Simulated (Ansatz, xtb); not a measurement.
## Two isomers of C3H7B

Structure X is `B/C=C\C`, a singlet and structure Y is `B/C=C/C`, a singlet. Both are isolated molecules in the gas phase, relaxed with B3LYP-D3(BJ)/def2-SVP; the shapes shown needn't be the lowest conformers.

X (Å):

```yaml
atoms:
  - { symbol: C, position_ang: [-0.0979, 0.7022, -0.8681] }
  - { symbol: C, position_ang: [-1.1915, -0.0735, -0.6511] }
  - { symbol: C, position_ang: [-1.7186, -0.5748, 0.6533] }
  - { symbol: B, position_ang: [0.8517, 1.2408, 0.2128] }
  - { symbol: H, position_ang: [0.6834, 1.0018, 1.3845] }
  - { symbol: H, position_ang: [1.7993, 1.9242, -0.0954] }
  - { symbol: H, position_ang: [0.0995, 0.9493, -1.9189] }
  - { symbol: H, position_ang: [-1.7832, -0.3885, -1.5237] }
  - { symbol: H, position_ang: [-2.7591, -0.2335, 0.7971] }
  - { symbol: H, position_ang: [-1.1163, -0.2495, 1.5103] }
  - { symbol: H, position_ang: [-1.7614, -1.6785, 0.6448] }
```

Y (Å):

```xyz
11

C     0.1855    0.3571   -0.1999
C    -1.1282    0.2974    0.1264
C    -1.9191   -0.9374    0.4059
B     0.8844    1.6962   -0.4640
H     2.0551    1.7571   -0.7557
H     0.2478    2.7219   -0.3789
H     0.7272   -0.5966   -0.2672
H    -1.6814    1.2442    0.1963
H    -2.7744   -1.0153   -0.2887
H    -2.3553   -0.8969    1.4199
H    -1.3102   -1.8494    0.3197
```

Energies in hartree; the thermal terms are from B3LYP-D3(BJ)/def2-SVP harmonic frequencies (ideal gas, rigid rotor, one conformer each, 298.15 K, 1 atm) and include the zero-point energy:

```
                              X           Y
E, CCSD(T)/def2-SVP  −142.789956  −142.793476
    E, MP2/def2-SVP  −142.718980  −142.722741
  E, MP2/def2-TZVPP  −142.981446  −142.984962
  zero-point energy     0.090769     0.090499
       H(298 K) − E     0.097133     0.096961
       G(298 K) − E     0.063424     0.063156
```

**Question.** Correct the CCSD(T) difference for the basis set by the MP2 change, then work out ΔE, ΔE₀, ΔH and ΔG for X → Y in kJ/mol (1 Eh = 2625.50 kJ/mol) and the equilibrium ratio [Y]/[X].

**Answer.** 1. Differences Y − X: CCSD(T) −0.003520, MP2 in the small set −0.003761, MP2 in the large set −0.003516 Eh.
2. ΔE = −0.003520 + (−0.003516 − (−0.003761)) = −0.003275 Eh = −8.60 kJ/mol.
3. ΔE₀ = ΔE + ΔZPE = −0.003275 + (−0.000270) Eh = −9.31 kJ/mol.
4. ΔH = ΔE + (−0.000172) Eh = −9.05 kJ/mol.
5. ΔG = ΔE + (−0.000268) Eh = −9.30 kJ/mol, so ΔS = (ΔH − ΔG)/T = +0.8 J/(mol K).
6. kT = 0.9442 mEh, so K = [Y]/[X] = exp(−ΔG/kT) = exp(+3.75) ≈ 43.

Structure Y is favoured at this temperature. An error of 4 kJ/mol in ΔG would change K by a factor of 5. Mirror images and further conformers aren't counted.

As drawn, both hold the same kinds of bond in the same numbers.

Other levels gave ΔE = −6.2 (GFN2-xTB); −8.0 (HF/STO-3G, GFN2-xTB geometries); −8.6 (r2SCAN-D4/def2-SVP, GFN2-xTB geometries); −7.9 (B3LYP-D3(BJ)/def2-SVP); −10.9 (HF/def2-SVP); −9.9 (MP2/def2-SVP); −9.2 (CCSD(T)/def2-SVP) kJ/mol. The correlated steps freeze 4 core orbitals. Programs: Ansatz 0.2.0, xtb 6.7.1.
